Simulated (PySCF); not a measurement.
Ga(F)2(vinyl) (C2H3F2Ga), SMILES C=[CH][Ga]([F])[F].

Geometry: TPSSh-D3(BJ)/def2-SVP. The structure was generated by enumeration; whether it is a known compound was not checked. One conformer was computed; it need not be the lowest.

These are TPSSh-D3(BJ)/def2-SVP run with PySCF 2.14.0 values and carry that method's errors.

Frequencies are harmonic and unscaled.

```csv
mode,ν (cm⁻¹),IR (km/mol),Raman (Å⁴/amu),depolarisation,moving atoms (share of kinetic energy)
1,79,1.7,5.4,0.75,"C 41 %, H 26 %, F 25 %, Ga 9 %"
2,89,2.7,1.2,0.73,"F 46 %, C 27 %, Ga 13 %, H 13 %"
3,185,19.1,2.4,0.75,"Ga 34 %, F 31 %, H 22 %, C 13 %"
4,196,30.5,0.7,0.73,"F 81 %, Ga 13 %"
5,298,9.7,4.9,0.49,"C 58 %, H 18 %, Ga 16 %, F 9 %"
6,482,38.7,7.8,0.75,"H 66 %, C 30 %"
7,578,3.3,13.8,0.08,"C 60 %, H 19 %, F 16 %"
8,700,81.4,2.4,0.07,"F 71 %, Ga 22 %"
9,721,77.0,2.6,0.69,"F 73 %, Ga 27 %"
10,999,6.1,3.4,0.65,"H 87 %, C 13 %"
11,1012,20.7,0.4,0.75,"H 72 %, C 28 %"
12,1041,20.1,1.0,0.75,H 94 %
13,1263,4.7,10.1,0.14,"H 72 %, C 28 %"
14,1426,13.1,22.0,0.45,"H 79 %, C 21 %"
15,1648,9.1,8.6,0.02,"C 80 %, H 20 %"
16,3120,10.5,126.8,0.18,H 95 %
17,3162,2.7,140.2,0.32,"H 91 %, C 9 %"
18,3215,3.1,83.8,0.67,"H 89 %, C 11 %"
```
